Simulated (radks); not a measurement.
Values are calculated unless marked as measured or tabulated.
Isoelectronic series with 9 electrons, each ion in its NIST ground configuration. Code: a radial shooting solver on a logarithmic mesh with Libxc functionals. Model: non-relativistic Kohn-Sham, r2SCAN, spin-polarised, spherical densities, point nucleus; open shells are filled with parallel spins first (spin-orbit coupling, left out, can overturn this in heavy ions); meta-GGA in the generalised Kohn-Sham scheme. Total energies (hartree) and orbital eigenvalues (eV):

ion    configuration  E (hartree)    2p down      2p up
Al4+    [He] 2s2 2p5   -235.92443  -137.8311  -142.0856
S7+     [He] 2s2 2p5   -377.55405  -306.3409  -312.1429
K10+    [He] 2s2 2p5   -552.96001  -536.4463  -543.8026
Ti13+   [He] 2s2 2p5   -762.12970  -827.9641  -836.8765
Mn16+   [He] 2s2 2p5  -1005.05749  -1180.816  -1191.285
Ni19+   [He] 2s2 2p5  -1281.74045  -1594.962  -1606.988
Ga22+   [He] 2s2 2p5  -1592.17694  -2070.381  -2083.963
Se25+   [He] 2s2 2p5  -1936.36592  -2607.057  -2622.196
Rb28+   [He] 2s2 2p5  -2314.30673  -3204.984  -3221.679
